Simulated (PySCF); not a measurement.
# Working out the excitation energy of Be

Be [He] 2s2 (1S) → Be [He] 2s1 3d1 (3D). Calculation: PySCF 2.14, in aug-cc-pCVTZ (7s6p4d2f, 59 functions); no relativity, point nucleus. Frozen: nothing. Energies in hartree (1 hartree = 27.21139 eV):

| part | Be (lower) | Be (upper) |
| --- | --- | --- |
| UHF | -14.572876 | -14.280226 |
| CCSD correlation | -0.089050 | -0.051027 |
| (T) | -0.000445 | -0.000133 |

Task: What does Hartree-Fock give?

Result: (-14.280226) − (-14.572876) = 0.292650 hartree = 7.963 eV.

Task: What do CCSD and CCSD(T) give?

Result: The CCSD correlation energies differ by 0.038023 hartree = 1.035 eV and the triples by 0.000312 hartree = 0.008 eV, so CCSD gives 8.998 eV and CCSD(T) 9.006 eV.
